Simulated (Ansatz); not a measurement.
Ansatz (an electronic-structure program) input (B3LYP-D3(BJ)/def2-TZVP):

Ansatz 0.2 input:
```yaml
crystal:
  periodic: [false, false, false]
  atoms:
    - {symbol: Ta, position_ang: [-0.00204761, -0.00049029, 0.00614613]}
    - {symbol: C, position_ang: [1.82281607, -0.92715979, -0.99082037]}
    - {symbol: C, position_ang: [-0.84458211, 1.65055200, -1.31555526]}
    - {symbol: C, position_ang: [0.60799508, 0.87906155, 2.01528619]}
    - {symbol: C, position_ang: [-1.58872958, -1.60404313, 0.31210326]}
    - {symbol: H, position_ang: [2.59461504, -0.17567399, -1.16663229]}
    - {symbol: H, position_ang: [2.25187635, -1.71105208, -0.36404931]}
    - {symbol: H, position_ang: [1.55879076, -1.37091240, -1.95241779]}
    - {symbol: H, position_ang: [-1.13880588, 1.25748535, -2.29037395]}
    - {symbol: H, position_ang: [-0.10436692, 2.43604710, -1.47805094]}
    - {symbol: H, position_ang: [-1.72395290, 2.10568500, -0.85623351]}
    - {symbol: H, position_ang: [0.97310237, 0.10035786, 2.68746891]}
    - {symbol: H, position_ang: [-0.23702538, 1.37280530, 2.49862214]}
    - {symbol: H, position_ang: [1.40302490, 1.61668120, 1.89078501]}
    - {symbol: H, position_ang: [-1.90972784, -2.02029097, -0.64454975]}
    - {symbol: H, position_ang: [-2.46732043, -1.19341189, 0.81290323]}
    - {symbol: H, position_ang: [-1.20359483, -2.42216545, 0.92343644]}
basis:
  gaussian:
    orbitals: def2-TZVP
hamiltonian:
  xc: b3lyp
  dispersion: d3bj
magnetization: {spin_polarized: true, initial_magnetization: 1}
relax: {f_tol: 0.002, max_steps: 150}
```

End of the output:

```
reference -5897.16847559 eV, -216.7169442335 hartree; 25, 24 occupied and 211, 212 virtual orbitals, 1622 factors
relax step  22: F+E_penalty+E_count = -5897.80273789 eV  Δ(F+E_penalty+E_count) = -1.746e-6 eV  max|allowed force component| = 4.521e-4 eV/Å  Δτ_max = 0.0022 Å  (51 SCF iters, accepted)
integrals: 0.18 GiB planned
1622 factors; their error is unknown
0.31 GiB of the device are held for the grids
1.33 GiB of device memory are held for the factors and their scratch space
mean field: 1.59 GiB planned
mean field evaluation 288: about -5896.7563 eV, gradient 3.0e-1 eV
mean field -5897.16812118 eV, -216.7169312093 hartree, gradient 1.4e-5 eV, S^2 0.752372; 3 other end points of the search recorded, 0 dependent functions left out
the calculation of the forces begins
reference -5897.16847559 eV, -216.7169442335 hartree; 25, 24 occupied and 211, 212 virtual orbitals, 1622 factors
Total energy: -5897.80309230 eV, -216.7402659674 hartree
Atom 0 at    -0.000606    -0.000424     0.005122 Å, force     0.000061     0.000185    -0.000452 eV/Å
Atom 1 at     1.747420    -1.008701    -0.781946 Å, force    -0.000179    -0.000112     0.000261 eV/Å
Atom 2 at    -0.944208     1.600561    -1.107647 Å, force    -0.000304    -0.000416     0.000183 eV/Å
Atom 3 at     0.707283     0.955906     1.815078 Å, force    -0.000108     0.000168     0.000051 eV/Å
Atom 4 at    -1.512163    -1.549243     0.095303 Å, force    -0.000055     0.000076    -0.000046 eV/Å
Atom 5 at     2.567934    -0.300236    -0.945220 Å, force     0.000058     0.000061     0.000066 eV/Å
Atom 6 at     2.112617    -1.794198    -0.105796 Å, force     0.000190    -0.000143    -0.000112 eV/Å
Atom 7 at     1.526733    -1.476168    -1.748741 Å, force    -0.000051     0.000145     0.000152 eV/Å
Atom 8 at    -1.282250     1.248360    -2.089258 Å, force     0.000048    -0.000032    -0.000034 eV/Å
Atom 9 at    -0.240346     2.422381    -1.283866 Å, force     0.000081    -0.000056     0.000118 eV/Å
Atom 10 at    -1.816159     2.013393    -0.581499 Å, force    -0.000072     0.000146    -0.000083 eV/Å
Atom 11 at     1.143059     0.220870     2.501842 Å, force     0.000107    -0.000070     0.000012 eV/Å
Atom 12 at    -0.117257     1.445613     2.346353 Å, force     0.000179    -0.000214    -0.000110 eV/Å
Atom 13 at     1.472479     1.717406     1.609795 Å, force     0.000059     0.000112     0.000068 eV/Å
Atom 14 at    -1.768054    -1.937506    -0.900354 Å, force    -0.000036    -0.000052    -0.000054 eV/Å
Atom 15 at    -2.433541    -1.170908     0.553327 Å, force     0.000041     0.000061     0.000009 eV/Å
Atom 16 at    -1.170874    -2.393630     0.705574 Å, force    -0.000019     0.000141    -0.000028 eV/Å
Dipole moment:    -0.000194    -0.000055    -0.000081 e Å
```

The spin state was set by rule; other spins were not relaxed.
